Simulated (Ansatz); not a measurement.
C₂H₈B₂O, SMILES `CCBBO`: the same geometry under several functionals.

```yaml
crystal:
  periodic: [false, false, false]
  atoms:
    - {symbol: C, position_ang: [-1.201322, -0.951602, -0.568547]}
    - {symbol: C, position_ang: [-0.085585, -1.112826, 0.455801]}
    - {symbol: B, position_ang: [0.911143, 0.070530, 0.665849]}
    - {symbol: B, position_ang: [1.032600, 1.424360, -0.326226]}
    - {symbol: O, position_ang: [0.437877, 2.637188, -0.171991]}
    - {symbol: H, position_ang: [-0.798893, -0.717142, -1.557690]}
    - {symbol: H, position_ang: [-1.875190, -0.135213, -0.294971]}
    - {symbol: H, position_ang: [-1.808255, -1.855368, -0.665923]}
    - {symbol: H, position_ang: [0.564020, -1.964446, 0.187826]}
    - {symbol: H, position_ang: [-0.483967, -1.418538, 1.433588]}
    - {symbol: H, position_ang: [1.711270, -0.068578, 1.558422]}
    - {symbol: H, position_ang: [1.736403, 1.352237, -1.307741]}
    - {symbol: H, position_ang: [-0.119901, 2.704600, 0.606403]}
basis:
  gaussian: {orbitals: def2-TZVPP}
hamiltonian: {xc: r2scan, dispersion: d4}
output: {forces: true, orbitals: {seedname: orbitals}}
```

```sh
$ ansatz run in.yaml --threads 4 --pin off --events-out ev --progress --plain --max-ram 10444MiB
```

Output, abridged:

```
Functional definition: r2SCAN
1321 factors; their error is unknown
mean field evaluation 1: about -5590.0175 eV, gradient 7.9e1 eV
mean field evaluation 2: about -5572.7246 eV, gradient 1.2e2 eV
mean field evaluation 4: about -5603.1292 eV, gradient 8.2e0 eV
mean field evaluation 8: about -5603.2793 eV, gradient 2.1e-1 eV
mean field evaluation 16: about -5603.2461 eV, gradient 5.7e-4 eV
mean field -5603.24610737 eV, -205.9154964294 hartree, gradient 5.9e-5 eV, S^2 0.000000; 0 other end points of the search recorded, 0 dependent functions left out
reference -5603.24612180 eV, -205.9154969595 hartree; 19, 19 occupied and 248, 248 virtual orbitals, 1321 factors
Total energy: -5603.30117984 eV, -205.9175203051 hartree
Atom 0 at    -1.201322    -0.951602    -0.568547 Å, force    -0.119569     0.002252    -0.108058 eV/Å
Atom 1 at    -0.085585    -1.112826     0.455801 Å, force     0.098574    -0.003637     0.094351 eV/Å
Atom 2 at     0.911143     0.070530     0.665849 Å, force     0.038180     0.079623    -0.027382 eV/Å
Atom 3 at     1.032600     1.424360    -0.326226 Å, force     0.076488    -0.265281     0.035299 eV/Å
Atom 4 at     0.437877     2.637188    -0.171991 Å, force    -0.070864     0.217586    -0.027101 eV/Å
Atom 5 at    -0.798893    -0.717142    -1.557690 Å, force    -0.004358    -0.000565     0.018174 eV/Å
Atom 6 at    -1.875190    -0.135213    -0.294971 Å, force     0.013726    -0.009938    -0.003520 eV/Å
Atom 7 at    -1.808255    -1.855368    -0.665923 Å, force     0.000806     0.015188    -0.004519 eV/Å
Atom 8 at     0.564020    -1.964446     0.187826 Å, force    -0.006297    -0.009140     0.011062 eV/Å
Atom 9 at    -0.483967    -1.418538     1.433588 Å, force     0.002187    -0.019852    -0.004581 eV/Å
Atom 10 at     1.711270    -0.068578     1.558422 Å, force    -0.010594    -0.009705    -0.008500 eV/Å
Atom 11 at     1.736403     1.352237    -1.307741 Å, force    -0.001594     0.011196    -0.003977 eV/Å
Atom 12 at    -0.119901     2.704600     0.606403 Å, force    -0.016683    -0.007726     0.028751 eV/Å
Dipole moment:    -0.252404    -0.146072     0.265786 e Å
```

It took 4.7 s on 4 threads of an Arm Neoverse V1 on a shared host, with 0.34 GiB of host memory at the peak.

With the line `hamiltonian: {xc: {name: B2PLYP}}` and no forces (abridged; 5.5 s):

```
Functional definition: B2PLYP
mean field evaluation 16: about -5594.7617 eV, gradient 2.2e-4 eV
mean field -5594.76165248 eV, -205.6036984629 hartree, gradient 4.8e-6 eV, S^2 0.000000
5 core orbitals not correlated: weight in the atoms' cores, before any rotation towards them, 1.000 or more for the frozen orbitals, at most 0.000 for the correlated occupied ones
second order -25.94525929 eV of doubles, -0.00000000 eV of singles
Total energy: -5601.76706057 eV, -205.8611424618 hartree
```

With the line `hamiltonian: {xc: {name: B3LYP}, dispersion: d4}` (abridged; 4.6 s):

```
Functional definition: B3LYP
mean field evaluation 16: about -5607.2673 eV, gradient 1.9e-4 eV
mean field -5607.26732254 eV, -206.0632733610 hartree, gradient 1.2e-5 eV, S^2 0.000000
Total energy: -5607.60010913 eV, -206.0755030426 hartree
Atom 0 force    -0.173766     0.018157    -0.154474 eV/Å
Atom 1 force     0.146702    -0.095693     0.162454 eV/Å
Atom 2 force     0.120259     0.066429     0.071157 eV/Å
Atom 3 force     0.165849    -0.179084    -0.112346 eV/Å
Atom 4 force    -0.066606     0.092224     0.034766 eV/Å
Atom 5 force    -0.029256    -0.014762     0.041334 eV/Å
Atom 6 force     0.022548    -0.038265    -0.018229 eV/Å
Atom 7 force     0.021457     0.044597    -0.002059 eV/Å
Atom 8 force    -0.035290     0.021718     0.003663 eV/Å
Atom 9 force     0.002373     0.009078    -0.044357 eV/Å
Atom 10 force    -0.078947     0.017283    -0.084479 eV/Å
Atom 11 force    -0.064299     0.007590     0.085902 eV/Å
Atom 12 force    -0.031024     0.050729     0.016669 eV/Å
Dipole moment:    -0.243167    -0.150781     0.268813 e Å
```

With the line `hamiltonian: {xc: {name: wB97M-V}}` (abridged; 11 s):

```
Functional definition: wB97M-V
mean field evaluation 16: about -5603.8752 eV, gradient 2.8e-4 eV
mean field -5603.87515389 eV, -205.9386134625 hartree, gradient 4.3e-5 eV, S^2 0.000000
Total energy: -5603.87521137 eV, -205.9386155747 hartree
Atom 0 force    -0.154057     0.021853    -0.139266 eV/Å
Atom 1 force     0.110404    -0.120121     0.146571 eV/Å
Atom 2 force     0.096007    -0.011247     0.125148 eV/Å
Atom 3 force     0.150550    -0.142162    -0.156869 eV/Å
Atom 4 force    -0.103681     0.118663     0.079802 eV/Å
Atom 5 force    -0.023444    -0.014342     0.066127 eV/Å
Atom 6 force     0.046374    -0.052307    -0.017382 eV/Å
Atom 7 force     0.048264     0.074512     0.005016 eV/Å
Atom 8 force    -0.046104     0.062836     0.013650 eV/Å
Atom 9 force     0.025588     0.028419    -0.074084 eV/Å
Atom 10 force    -0.097608     0.020847    -0.112292 eV/Å
Atom 11 force    -0.086573     0.010551     0.115796 eV/Å
Atom 12 force     0.034280     0.002497    -0.052219 eV/Å
Dipole moment:    -0.248086    -0.147571     0.271148 e Å
```

B3LYP takes the VWN-RPA correlation (the form of Gaussian; ORCA's B3LYP/G).
